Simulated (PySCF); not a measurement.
Spin-rotation constants: `CC(=O)C1=C[C@@H](C)OC1`, C7H10O2

Molfile (atoms numbered from 1):
```
C7H10O2
     RDKit          3D

 19 19  0  0  0  0  0  0  0  0999 V2000
    2.7737    0.6673   -0.1886 C   0  0  0  0  0  0  0  0  0  0  0  0
    1.9965   -0.6011    0.0624 C   0  0  0  0  0  0  0  0  0  0  0  0
    2.5190   -1.6924    0.0914 O   0  0  0  0  0  0  0  0  0  0  0  0
    0.5477   -0.4366    0.2658 C   0  0  0  0  0  0  0  0  0  0  0  0
   -0.1993    0.6677    0.2527 C   0  0  0  0  0  0  0  0  0  0  0  0
   -1.6390    0.3141    0.4619 C   0  0  1  0  0  0  0  0  0  0  0  0
   -2.4882    0.6514   -0.7702 C   0  0  0  0  0  0  0  0  0  0  0  0
   -1.6409   -1.0826    0.7291 O   0  0  0  0  0  0  0  0  0  0  0  0
   -0.3458   -1.6196    0.5237 C   0  0  0  0  0  0  0  0  0  0  0  0
    3.8291    0.4324   -0.2979 H   0  0  0  0  0  0  0  0  0  0  0  0
    2.4130    1.1447   -1.0969 H   0  0  0  0  0  0  0  0  0  0  0  0
    2.6365    1.3575    0.6402 H   0  0  0  0  0  0  0  0  0  0  0  0
    0.1125    1.6821    0.0898 H   0  0  0  0  0  0  0  0  0  0  0  0
   -2.0623    0.8306    1.3373 H   0  0  0  0  0  0  0  0  0  0  0  0
   -2.5276    1.7278   -0.9131 H   0  0  0  0  0  0  0  0  0  0  0  0
   -3.4951    0.2706   -0.6279 H   0  0  0  0  0  0  0  0  0  0  0  0
   -2.0603    0.1857   -1.6546 H   0  0  0  0  0  0  0  0  0  0  0  0
   -0.3417   -2.3133   -0.3286 H   0  0  0  0  0  0  0  0  0  0  0  0
   -0.0377   -2.1770    1.4160 H   0  0  0  0  0  0  0  0  0  0  0  0
  1  2  1  0
  2  3  2  0
  2  4  1  0
  4  5  2  0
  5  6  1  0
  6  7  1  0
  6  8  1  0
  8  9  1  0
  9  4  1  0
  1 10  1  0
  1 11  1  0
  1 12  1  0
  5 13  1  0
  6 14  1  1
  7 15  1  0
  7 16  1  0
  7 17  1  0
  9 18  1  0
  9 19  1  0
M  END
```

Level of theory: GIAO B97-2/pcSseg-1 magnetisability, rotational g tensor and spin-rotation constants, non-relativistic, gas phase in PySCF. Geometry: GFN2-xTB.

(1) Give the nuclear spin-rotation constants along the inertial axes (H = +C I·J) beside the isotropic shieldings.

Answers

(1) Rotational constants 3.4288, 1.0594, 0.8705 GHz. A star marks the isotopologue with that one atom substituted, in its own axes.
| atom | isotope | Caa (kHz) | Cbb (kHz) | Ccc (kHz) | mean (kHz) | σ (ppm) |
| --- | --- | --- | --- | --- | --- | --- |
| H10 | 1H | 0.142 | -0.117 | -0.103 | -0.026 | 29.8 |
| H11 | 1H | -0.335 | -0.041 | -0.041 | -0.139 | 29.3 |
| H12 | 1H | -0.380 | -0.084 | 0.007 | -0.152 | 29.2 |
| H13 | 1H | -0.311 | 0.106 | -0.110 | -0.105 | 25.3 |
| H14 | 1H | -0.155 | -0.117 | 0.027 | -0.082 | 26.4 |
| H15 | 1H | -0.368 | 0.016 | -0.100 | -0.150 | 30.8 |
| H16 | 1H | 0.013 | -0.089 | -0.098 | -0.058 | 30.2 |
| H17 | 1H | -0.288 | -0.130 | 0.004 | -0.138 | 30.7 |
| H18 | 1H | -0.376 | -0.063 | 0.037 | -0.134 | 26.7 |
| H19 | 1H | -0.325 | -0.002 | -0.026 | -0.118 | 26.7 |
| C1 | 13C* | 0.539 | 0.152 | 0.153 | 0.281 | 156.9 |
| C2 | 13C* | 1.833 | 0.489 | 0.198 | 0.840 | -7.1 |
| O3 | 17O* | -2.783 | -0.921 | -0.074 | -1.259 | -323.8 |
| C4 | 13C* | 1.423 | 0.414 | 0.175 | 0.671 | 42.4 |
| C5 | 13C* | 1.439 | 0.448 | 0.155 | 0.680 | 38.7 |
| C6 | 13C* | 0.926 | 0.195 | 0.255 | 0.459 | 97.3 |
| C7 | 13C* | 0.537 | 0.159 | 0.129 | 0.275 | 161.7 |
| O8 | 17O* | -0.279 | -0.059 | -0.123 | -0.154 | 283.3 |
| C9 | 13C* | 0.587 | 0.273 | 0.240 | 0.366 | 107.0 |

For the geometry as given, no vibrational averaging.
